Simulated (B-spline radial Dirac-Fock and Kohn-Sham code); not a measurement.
**Os²⁺: input and output of one calculation**

ΔSCF core binding energies without Breit or QED terms, calculated with a radial B-spline solver. Keys: rel is the Hamiltonian (dirac, or spin-free x2c and nr, where L3 and M5 stand for the whole 2p and 3d shells), method is hf or an exchange,correlation pair (spin-unpolarised, also for the hole states), nuc the nuclear model, radius_factor scales its radius, rmax is the box in bohr, h the logarithmic mesh step, order the B-spline order, points the quadrature points per cell, c_factor scales the speed of light, and damp, ndamp, maxit and tol steer the iteration. The run stops when the commutator error falls below 10·tol·max(1, Z/10), or the numerical noise floor, and the energy has settled to about 1e-8 Ha; the virial ratio is −V/T.

Input (task.json):

```json
{"items": [{"Z": 76, "q": 2, "cfg": [[1, 0, 2], [2, 0, 2], [2, 1, 6], [3, 0, 2], [3, 1, 6], [3, 2, 10], [4, 0, 2], [4, 1, 6], [4, 2, 10], [4, 3, 14], [5, 0, 2], [5, 1, 6], [5, 2, 6]], "A": 192, "rrms": 5.4126, "do": "settings", "holes": ["K", "L3", "M5"],
  "settings": [{"rel": "dirac", "method": "hf", "nuc": "fermi", "radius_factor": 1000.0, "rmax": 45.0, "h": 0.3, "order": 8, "points": 10, "c_factor": 1.0, "maxit": 79, "damp": 0.5, "ndamp": 3, "tol": 1e-08}]}]}
```

Command: `python xray2_run.py task.json out`

Ground-state iterations:

```
iter   energy (Ha)        error
   1    -8562.42300933  1.00e+01
   2    -8637.75723428  2.97e+00
   3    -8696.52657450  4.40e-01
   4    -8698.36101999  1.15e-01
   5    -8698.39395785  3.49e-02
   6    -8698.40651423  1.27e-02
   7    -8698.40759331  5.06e-04
   8    -8698.40759628  1.51e-04
   9    -8698.40759665  1.13e-05
  10    -8698.40759666  9.24e-07
  11    -8698.40759666  1.47e-07
```

The ground state converged in 11 iterations, with total energy -8698.40760 Ha, virial ratio 2.64114 and highest orbital energy -33.24 eV. ΔSCF binding energies: K (1s) 9586.7 eV, L3 (2p3/2) 5448.1 eV, M5 (3d5/2) 2096.5 eV.

Task: One setting is unsound. Which, and why?

Result: radius_factor inflates the nucleus far beyond its size, which weakens the binding of the inner electrons. With the default settings (Dirac Hartree-Fock): The ground state converged in 10 iterations, with total energy -17270.20582 Ha, virial ratio 1.88167 and highest orbital energy -27.83 eV. ΔSCF binding energies: K (1s) 74278.5 eV, L3 (2p3/2) 10931.6 eV, M5 (3d5/2) 1992.7 eV.
